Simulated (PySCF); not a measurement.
## How methods differ on the excitation energy of Ne²⁺

Ne²⁺ [He] 2s2 2p4 (3P) → Ne²⁺ [He] 2s2 2p3 3s1 (5S), as a difference of total energies. All numbers are calculated (PySCF 2.14, the non-relativistic Hamiltonian (point nucleus), in aug-cc-pVQZ (6s5p4d3f2g, 80 functions)). Correlated levels: valence: 1s2 frozen. The calculations carry no spin-orbit coupling.

```
           method  excitation energy (eV)
              UHF                  37.316
    MP2 (valence)                  38.318
SCS-MP2 (valence)                  38.528
   CCSD (valence)                  38.289
CCSD(T) (valence)                  38.291
```

How much does correlation contribute at CCSD(T) (valence)?

38.291 − (37.316) = 0.975 eV, measured against UHF.

A first-order spin-orbit estimate (lowest level to lowest level, LS coupling) adds 0.037 eV.

The promoted electron is Rydberg-like, and one or two diffuse shells describe it only roughly, which tends to raise the upper state.
